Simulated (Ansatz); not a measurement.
The first iterations of a band of C₅H₈OS (15 atoms, charge 0, multiplicity 1).

Level of theory: Ansatz, RKS PBE-D4/6-31G*.

```json
{
  "movable images": "7",
  "climbing image": "yes",
  "spring": "2.0 to 10.0 eV/Å², energy-weighted",
  "optimiser": "quadratic models (default)",
  "start path": "IDPP",
  "force threshold": "0.03 eV/Å",
  "iteration limit": "60",
  "end points": "relaxed"
}
```

Initial state:

```xyz
15
Properties=species:S:1:pos:R:3
C -0.622 -2.457 0.122
C 0.035 -1.117 0.172
C 0.200 -0.308 1.236
O 0.881 0.879 1.061
C 0.926 1.215 -0.339
C -0.202 2.176 -0.687
S 0.787 -0.394 -1.284
H 0.073 -3.234 -0.245
H -1.499 -2.460 -0.551
H -0.962 -2.754 1.128
H -0.109 -0.496 2.266
H 1.918 1.654 -0.534
H -1.177 1.701 -0.490
H -0.155 2.454 -1.752
H -0.117 3.091 -0.074
```

Final state:

```xyz
15
Properties=species:S:1:pos:R:3
C -0.444 -2.471 -0.372
C 0.090 -1.126 0.000
C 0.014 -0.499 1.189
O 0.622 0.731 1.324
C 0.874 1.297 0.024
C -0.250 2.249 -0.363
S 1.015 -0.136 -1.170
H 0.361 -3.142 -0.724
H -1.192 -2.405 -1.184
H -0.925 -2.946 0.499
H -0.448 -0.871 2.106
H 1.848 1.809 0.078
H -0.337 3.052 0.390
H -1.205 1.703 -0.420
H -0.045 2.703 -1.347
```

| iteration | highest image above the first end (eV) | largest band force component (eV/Å) |
| --- | --- | --- |
| 1 | 0.209 | 0.851 |
| 2 | 0.178 | 0.359 |

Problem. Does the band converge within its limit, and where does its top end?

Solution. The run converged. It ended after 7 iterations with the highest image 0.171 eV above the first end. Another band between the same ends (7 images) ends at a top of the same energy, where a vibrational analysis finds 1 clearly imaginary mode.

Run time: 2.3 min on 2 threads of Intel(R) Xeon(R) Platinum 8488C (Sapphire Rapids) (shared host), peak memory 0.19 GiB.
